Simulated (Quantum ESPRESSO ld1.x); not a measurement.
Problem. These are the eigenvalues of the occupied orbitals of an atom or ion with whole-number occupations (eV). Method: scalar-relativistic Kohn-Sham, LDA (Slater exchange, VWN5 correlation), spin-polarised, spherical densities, point nucleus; computed with ld1.x of Quantum ESPRESSO 7.5.

| orbital | eigenvalue |
|---|---|
| 1s down | -91509.8 |
| 1s up | -91509.7 |
| 2s up | -17168.9 |
| 2s down | -17168.5 |
| 2p up | -14817.5 |
| 2p down | -14817.3 |
| 3s up | -4808.19 |
| 3s down | -4802.49 |
| 3p up | -4136.09 |
| 3p down | -4130.28 |
| 3d up | -3462.65 |
| 3d down | -3458.09 |
| 4s up | -1732.33 |
| 4s down | -1723.96 |
| 4p up | -1504.53 |
| 4p down | -1496.58 |
| 4d up | -1247.90 |
| 4d down | -1240.10 |
| 4f up | -971.452 |
| 4f down | -962.880 |

Which element is it, and in what charge state? The configuration may be excited. Open shells, if any, are filled with parallel spins first.

Solution. Z = 83, bismuth, charge +28: Bi28+ in [Kr] 4d10 4f9. The list shows which subshells hold electrons but not how many an open one holds; the 1s level, -3362.9 hartree, gives Z - s = 82.0 by -(Z - s)^2/2, which with screening and relativity narrows Z to a few neighbours, and the depths of the outer levels then fix element, charge and occupations together.
